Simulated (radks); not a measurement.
The numbers below are computed, except where a source is named.
Ionisation of V, [Ar] 3d3 4s2, to V+, [Ar] 3d4, under several functionals. Non-relativistic Kohn-Sham, spin-polarised, spherical densities, point nucleus; open shells are filled with parallel spins first; a radial shooting solver on a logarithmic mesh with Libxc functionals.

| functional | E(V) (hartree) | Exc (hartree) | IE (eV) | -e(HOMO) (eV) | <r> HOMO (bohr) | IE error (eV) |
|---|---|---|---|---|---|---|
| exchange-only B88 | -942.93686 | -44.17112 | 5.214 | 3.496 | 3.656 | -1.533 |
| LDA (Slater exchange, Perdew-Wang correlation) | -941.73350 | -42.94600 | 5.953 | 4.391 | 3.476 | -0.793 |
| exchange-only PBE | -942.71656 | -43.94275 | 5.395 | 3.525 | 3.655 | -1.351 |
| exchange-only LDA | -939.87335 | -41.03802 | 5.029 | 3.348 | 3.657 | -1.718 |
| BLYP | -943.92401 | -45.18525 | 5.953 | 4.198 | 3.485 | -0.794 |
| TASK exchange with Perdew-Wang LDA correlation | -943.41198 | -44.68456 | 4.579 | 4.230 | 3.817 | -2.167 |
| SOGGA | -942.48299 | -43.71307 | 5.468 | 4.141 | 3.523 | -1.278 |
| XLYP | -944.12558 | -45.39130 | 6.025 | 4.222 | 3.488 | -0.721 |
| BP86 | -944.00767 | -45.26927 | 5.902 | 4.393 | 3.494 | -0.845 |
| Tao-Mo meta-GGA | -943.63320 | -44.88463 | 5.591 | 4.270 | 3.532 | -1.155 |
| r2SCAN | -943.82372 | -45.09595 | 5.262 | 4.325 | 3.618 | -1.485 |

NIST Atomic Spectra Database: 6.746 eV (measured). Closest: XLYP. The Delta-SCF values span 1.45 eV, the total energies 4.25 hartree. The highest occupied level is 4s. Open shells are spherical and high-spin; term and fine-structure splittings are not resolved.
